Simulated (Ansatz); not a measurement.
# A ladder of methods for SnH3 (SMILES [SnH3])

The species is SnH3 (4 atoms), meant as a doublet with charge 0. SMILES: `[SnH3]`. Geometry: relaxed at PBE0-D4/def2-TZVP.

Quantity: the vertical energy of the quartet above the doublet, in eV. The values are calculated.

```tsv
level	kind	program	value (eV)	less FCI/STO-3G
UHF/STO-3G	Hartree–Fock	Ansatz	10.13	-0.18
USVWN5/STO-3G	LDA	Ansatz	10.62	+0.31
U-revPBE/STO-3G	GGA	Ansatz	10.39	+0.08
UBLYP/STO-3G	GGA	Ansatz	10.50	+0.19
U-r2SCAN/STO-3G	meta-GGA	Ansatz	10.53	+0.22
UB3LYP/STO-3G	global hybrid	Ansatz	10.65	+0.34
UMP2/STO-3G	perturbation theory	Ansatz	10.38	+0.07
UCCSD(T)/STO-3G	coupled cluster or CI	Ansatz	10.30	-0.01
FCI/STO-3G	exact in the basis	Ansatz	10.31	0.00
```

FCI/STO-3G is exact within its basis and frozen core, so for wave-function methods in that basis the difference is their error; functionals converge differently with the basis, so for them it is only a difference. All-electron rows without a relativistic Hamiltonian named are non-relativistic. Spin-orbit coupling, which can split open shells on such heavy atoms by tenths of an eV, is left out. The values span 10.13 to 10.65 eV. All rows use very small basis sets, so even the best lies far from the true value. In the correlated wave-function rows the outer d shell of Sn is correlated, in sets not made for it.
